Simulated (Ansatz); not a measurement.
```xyz
11

C     0.0322   -0.2933   -1.2827
C    -0.0433    0.6039   -0.0050
C     0.0374   -0.2624    1.3038
H     0.0328    0.3817   -2.1374
H     0.8800   -0.9197   -1.3690
H    -0.9103   -0.9491   -1.3021
H    -0.8790    1.2199   -0.0419
H     0.9135    1.2110   -0.0040
H     0.0069    0.3543    2.2199
H    -0.9353   -0.9148    1.3071
H     0.8800   -0.8857    1.2771
```

Basis set: STO-3G (spherical functions). Frozen core: 3 orbitals. Charge 0, multiplicity 1.

Computed with Ansatz (development build ahead of 0.2.0); each method stands on the lowest determinant of its kind that the runs found. Restricted open shells among the atoms or ions are ROHF, correlated in semicanonical orbitals with singles.

Give the atomization energy at this shape (free ground-state atoms in the same class of orbitals less the molecule, no zero-point energy) of singlet C3H8 by RHF-MP2, RHF.

| method | atomization energy |
| --- | --- |
| RHF-MP2 | 45.42 eV |
| RHF | 41.83 eV |

Caution: the shape is not the minimum.

This basis has no polarisation functions and is too small for such energies, which can lie far from measured ones in either direction.
